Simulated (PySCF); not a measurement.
A search over the determinants of BrF

Unrestricted PBE0; basis Br cc-pVTZ-PP with ECP10, F cc-pVTZ; scalar-relativistic core potentials; PySCF 2.14. Outer shells of the fragments: Br 3d10 4s2 4p5; F 2s2 2p5.

Followed along the bond (rough minima from three points):

```
2Ms+1  unpaired  ⟨S²⟩ at the start  R at minimum (Å)  Te (eV)
    1      none               0.00              1.76     0.00
    3  σ ↑, π ↑               2.01  none in the scan   ≤ 2.07
```

Solutions found at the starting distance of 1.730 Å, counted from the lowest of them; the search is not exhaustive and high or unbound solutions are not listed, so other states can lie among these:

```
2Ms+1  unpaired   term  E (eV)  ⟨S²⟩  ⟨Lz²⟩  μ (D)
    1      none    ¹Σ⁺    0.00  0.00   0.00  -1.33
    3  σ ↑, π ↑     ³Π    2.70  2.01   1.01  -1.25
    1  σ ↑, π ↓  mixed    3.07  1.01   1.01  -1.19
    3      π ↑↑    ³Σ⁻    6.68  2.01   0.00  -0.89
    1      π ↑↓  mixed    7.01  1.01   2.02  -0.85
    3      σ ↑↑    ³Σ⁺    7.59  2.00   0.00   1.08
    1      none  mixed    8.08  0.00   2.01  -0.67
```

A term symbol is given only where ⟨S²⟩ and ⟨Lz²⟩ are close to those of a pure state; real π, δ and φ orbitals otherwise mix terms. A positive dipole means Br(−)F(+).

Counting both spins, an empty level lies below a filled one in some of these solutions, because spin and occupation are held.
